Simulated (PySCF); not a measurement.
tetrachloroaluminate (AlCl4), SMILES [Cl][Al-]([Cl])([Cl])[Cl], charge -1. Atoms are numbered in the order given.

```xyz
5

Cl    -1.2592     1.2592    -1.2592
Al     0.0000     0.0000     0.0000
Cl     1.2592     1.2592     1.2592
Cl     1.2592    -1.2592    -1.2592
Cl    -1.2592    -1.2592     1.2592
```
Charge -1, spin multiplicity 1.

The structure is a stationary point at B3LYP-D3(BJ)/def2-SVPD.

Two levels are set side by side: PBE/pcSseg-1 (PySCF) and PBE0/pcSseg-1 (PySCF). GIAO shifts against HCl (³⁵Cl) at the same level; non-relativistic, no solvent, atoms listed together averaged. Without spin–orbit terms, shifts of atoms bonded to Cl or Br come out too high at both levels. Differences are taken from unrounded values.

```
quantity                              PBE
-----------------------------------  ----
δ(³⁵Cl) of Cl1, Cl3, Cl4, Cl5 (ppm)  29.3
```

Task: These are the PBE values. What does PBE0 give? (An estimate is asked for; the answer gives what the named calculation found.)

Result: 
| quantity | PBE0 | PBE minus PBE0 |
|---|---|---|
| δ(³⁵Cl) of Cl1, Cl3, Cl4, Cl5 (ppm) | 11.6 | 17.7 |

Rough cost on one machine, each run with all the roots and properties that it gave: PBE0 against PBE within a factor of 2.
